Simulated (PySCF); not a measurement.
CsF, SMILES [F][Cs]. Atoms are numbered in the order given.

```xyz
2

Cs     0.0000     0.0000    -0.3399
F      0.0000     0.0000     2.0769
```
Charge 0, spin multiplicity 1.

Geometry optimised at B3LYP-D3(BJ)/def2-TZVPD. The def2 effective core potentials stand for the cores of Cs; spin–orbit coupling is left out.

Method: HF/def2-TZVPD run with PySCF.

Gas-phase values at a fixed geometry.

```
Item                                                                                                           Result
---------------------------------------------------------------------------------------------  ----------------------
total energy                                                                                       -119.38375 hartree
point group                                                                                                       C∞v
highest occupied level                                                                                      -11.05 eV
lowest empty level                                                                                           -0.02 eV
orbital gap                                                                                                  11.02 eV
dipole moment                                                                                                  8.72 D
quadrupole, principal values (traceless, Buckingham form, about the centre of nuclear charge)  -18.32, 9.16, 9.16 D·Å
mean static polarisability                                                                       24.2 bohr³ (3.59 Å³)
polarisability, principal values                                                               21.9, 21.9, 28.9 bohr³
```
